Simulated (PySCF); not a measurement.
2-methoxynaphthalene, C11H10O.
Atom-mapped SMILES: `[CH3:1][O:2][c:3]1[cH:4][cH:5][c:6]2[cH:7][cH:8][cH:9][cH:10][c:11]2[cH:12]1` (hydrogens: H13, H14, H15 on C1; H16 on C4; H17 on C5; H18 on C7; H19 on C8; H20 on C9; H21 on C10; H22 on C12)

Cartesian coordinates in Å at the PBE0-D3(BJ)/def2-SVP level; atoms count from 1:
```xyz
22
C11H10O angstrom
C      3.4143    0.7359    0.4693
O      2.8162   -0.5131    0.2702
C      1.4744   -0.5724    0.1616
C      0.9453   -1.8747   -0.0491
C     -0.4050   -2.0616   -0.1750
C     -1.3100   -0.9682   -0.0991
C     -2.7109   -1.1332   -0.2259
C     -3.5594   -0.0521   -0.1467
C     -3.0343    1.2425    0.0632
C     -1.6770    1.4333    0.1899
C     -0.7771    0.3396    0.1131
C      0.6267    0.5140    0.2413
H      4.4969    0.5643    0.5192
H      3.0816    1.2032    1.4133
H      3.1989    1.4298   -0.3626
H      1.6493   -2.7069   -0.1060
H     -0.8043   -3.0661   -0.3373
H     -3.1082   -2.1387   -0.3886
H     -4.6382   -0.1915   -0.2459
H     -3.7122    2.0973    0.1253
H     -1.2737    2.4364    0.3523
H      1.0099    1.5219    0.4034
```

Method: PBE0-D3(BJ)/def2-SVP geometry optimisation, gas phase (PySCF 2.14.0).

Take the most abundant isotopes and a rigid rotor. The values belong to one conformer with, in the numbering `[CH3:1][O:2][c:3]1[cH:4][cH:5][c:6]2[cH:7][cH:8][cH:9][cH:10][c:11]2[cH:12]1`, C1–O2–C3–C4 180°.

(1) What are A, B and C (cm⁻¹)?

(2) Classify the top.

(3) Is it planar, by Δ = Ic − Ia − Ib?

(4) Give the other two planar moments, Paa and Pbb, and the rms extents of the mass along the axes.

(5) Which types of transition are allowed, and where do some lines up to J = 3 fall?

(6) Estimate the classical rotational partition function at 200 K, 298.15 K and 500 K.

Answers

(1) Ia = 215.54, Ib = 811.69, Ic = 1023.98 u·Å²; 505379 MHz·u·Å²/I gives 2345, 622.6 and 493.5 MHz, that is A = 0.07821, B = 0.02077, C = 0.01646 cm⁻¹.

(2) An asymmetric top. Ray's parameter κ = (2B − A − C)/(A − C) = -0.861; −1 is the prolate and +1 the oblate limit.

(3) Not planar: Δ = Ic − Ia − Ib = -3.25 u·Å². For a rigid frame Δ = −2 Σ m c², so Σ m c² = 1.62 u·Å² lies off the ab plane, practically all of it from hydrogen. The atom farthest from that plane is 0.90 Å away.

(4) Paa = Σ m a² = (Ib + Ic − Ia)/2 = 810.06 and Pbb = Σ m b² = (Ia + Ic − Ib)/2 = 213.91 u·Å². With the mass M = 158.07 u, the rms extents √(P/M) along a, b and c are 2.26, 1.16, 0.10 Å.

(5) The dipole components are |μa| = 0.69 D, |μb| = 1.04 D, |μc| = 0.00 D; the mirror of this Cs structure is the ab plane, so μc vanishes by symmetry (the 0.01 D computed is a residue) and there are no c-type lines. Intensities carry the squares of the components, which stand as 0.44 : 1.00 (a : b). Some lines, for components of 0.1 D or more:

```csv
type,branch,"J(Ka,Kc)",MHz,lower level (cm⁻¹)
a,Q,"2(1,1) ← 2(1,2)",387,0.165
a,Q,"3(1,2) ← 3(1,3)",774,0.270
a,R,"1(0,1) ← 0(0,0)",1116,0.000
b,Q,"1(1,0) ← 1(0,1)",1851,0.037
b,Q,"2(1,1) ← 2(0,2)",1987,0.111
b,Q,"3(1,2) ← 3(0,3)",2204,0.222
a,R,"2(0,2) ← 1(0,1)",2225,0.037
a,R,"2(1,1) ← 1(1,0)",2361,0.099
b,R,"1(1,1) ← 0(0,0)",2838,0.000
a,R,"3(1,3) ← 2(1,2)",3151,0.165
a,R,"3(0,3) ← 2(0,2)",3321,0.111
a,R,"3(2,2) ← 2(2,1)",3349,0.350
a,R,"3(2,1) ← 2(2,0)",3376,0.350
b,R,"2(1,2) ← 1(0,1)",3825,0.037
b,R,"3(1,3) ← 2(0,2)",4751,0.111
b,Q,"2(2,0) ← 2(1,1)",5173,0.178
b,Q,"2(2,1) ← 2(1,2)",5554,0.165
b,Q,"3(2,2) ← 3(1,3)",5752,0.270
b,R,"2(2,1) ← 1(1,0)",7528,0.099
b,R,"2(2,0) ← 1(1,1)",7664,0.095
b,R,"3(2,2) ← 2(1,1)",8515,0.178
b,Q,"3(3,0) ← 3(2,1)",8903,0.463
b,R,"3(2,1) ← 2(1,2)",8937,0.165
b,Q,"3(3,1) ← 3(2,2)",8938,0.462
```

(6) Point group Cs, symmetry number σ = 1; q = (√π/σ)·√((kT/h)³/(ABC)), k/h = 20836.6 MHz/K: 562000 at 200 K, 1020000 at 298.15 K, 2220000 at 500 K.

PBE0-D3(BJ)/def2-SVP frequencies: not computed here. No vibrational averaging or centrifugal distortion is included, and the geometry carries the error of its method. A rigid rotor knows nothing of internal rotation, which can split or shift real lines.
